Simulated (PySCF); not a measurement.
C₆H₈O₂Si: full NMR table

| Quantity | Value |
| --- | --- |
| Formula | C6H8O2Si |
| SMILES | C#CC(=O)O[Si@@H](C)C=C |
| Point group of the computed structure | C1 |
| Degrees of unsaturation | 4 |
| Carbon signals | 6 |
| Proton signals | 6 |

Bonds (- single, = double, # triple, : aromatic): C1#C2, C2-C3, C3=O4, C3-O5, O5-Si6, Si6-C7, Si6-C8, C8=C9. C1 carries H10; Si6 carries H11; C7 carries H12, H13, H14; C8 carries H15; C9 carries H16, H17. Stereochemistry as in C#CC(=O)O[Si@@H](C)C=C. H17 is cis to Si6; H16 is trans to Si6.

[PySCF: σ from GIAO-PBE0/pcSseg-1; geometry from GFN2-xTB; rapidly exchanging positions averaged; gas phase; no relativistic terms; one conformer]

Referencing at the same level of theory: TMS for 1H (σref 31.72), 13C (σref 186.93), 29Si (σref 349.16); 17O (σref 336.08) vs H2O.

```tsv
carbon	δC, type	δH (multiplicity)	HMBC from (2–3 bonds)	span of the C tensor (ppm)
C1	82.0, CH	2.28 (s)	–	204
C2	80.4, C	–	H10	288
C3	158.2, C	–	H11, H10	152
C7	-3.4, CH3	0.36 (d)	H15, H11	9
C8	143.7, CH	6.77 (m)	H16, H17, H11, H12/H13/H14	245
C9	142.1, CH2	H16 6.49 (m); H17 5.95 (m)	H15, H11	253
```

Other nuclei:
| atoms | nucleus | environment | δ (ppm) | σ (ppm) |
| --- | --- | --- | --- | --- |
| H11 | 1H | hydrogen on a silicon bonded to 2 C, O | 5.53 | 26.18 |
| Si6 | 29Si | silicon bonded to 2 C, O, H | -9.0 | 358.1 |
| O4 | 17O | carbonyl oxygen | 473.6 | -137.5 |
| O5 | 17O | oxygen bonded to C, Si | 219.6 | 116.5 |

1. Carbon types of the structure: 2 × C, 2 × CH, 1 × CH2, 1 × CH3, leaving 1 H on heteroatoms.
2. δC 158.2: carbonyl carbon.
3. δC 143.7: alkene CH; the olefinic region.
4. δC 142.1: terminal =CH2 carbon; an sp2 carbon of a C=C bond.
5. δC 82.0: terminal alkyne carbon; sp carbons lie upfield of alkene carbons because the cylindrical π system leaves one tensor component strongly shielded.
6. δC 80.4: alkyne carbon; sp carbons lie upfield of alkene carbons because the cylindrical π system leaves one tensor component strongly shielded.

Shifts are as computed. Against solution values, carbons near 30 ppm lie about +3 ppm off and those near 130 ppm about +5 ppm. Of 1309 compounds with measured shifts, 239 miss one by over three times the rms of a fit or turn the order of signals round; such compounds aren't used in these exercises. Unscaled 17O shifts of doubly bonded oxygen tend to come out too high, by tens of ppm or more. Experimental scales use liquid or dissolved standards, which lie at an offset from isolated H2O (liquid H2O: subtract about 36 ppm). Multiplicities follow the n + 1 count of equivalent neighbours, as no J values were calculated; m marks all less simple cases, F and P coupling included.
